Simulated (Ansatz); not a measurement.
The molecule FeCl, multiplicity 6 (the spin of the measured ground state). No spin–orbit coupling. Fe is treated without relativity.

Seven points along R, fitted to fifth degree in 1/R; most abundant isotopes. Runs in def2 and cc sets follow the lowest solution found near the PBE0 minimum.

Codes used: Ansatz (a first-principles code) with Gaussian orbitals. 

Energies at PBE/def2-TZVPP:

```csv
R (Å),E (hartree)
2.027073,-1723.50935453
2.081564,-1723.51294892
2.131696,-1723.51454192
2.188367,-1723.51476588
2.245038,-1723.51367036
2.310427,-1723.51115955
2.386715,-1723.50700349
```

**Question.** With a reduced mass of 21.5170 u, find the minimum, the force constant and the constants.

**Answer.** A fifth-degree polynomial in 1/R puts the minimum at r_e = 2.1681 Å with force constant 195 N/m. Then ω_e = (1/2πc)√(k/μ) = 392 cm⁻¹ and B_e = h/(8π²cμr_e²) = 0.1667 cm⁻¹; the cubic and quartic terms give α_e = 0.00093 and ω_e x_e = 1.6 cm⁻¹.
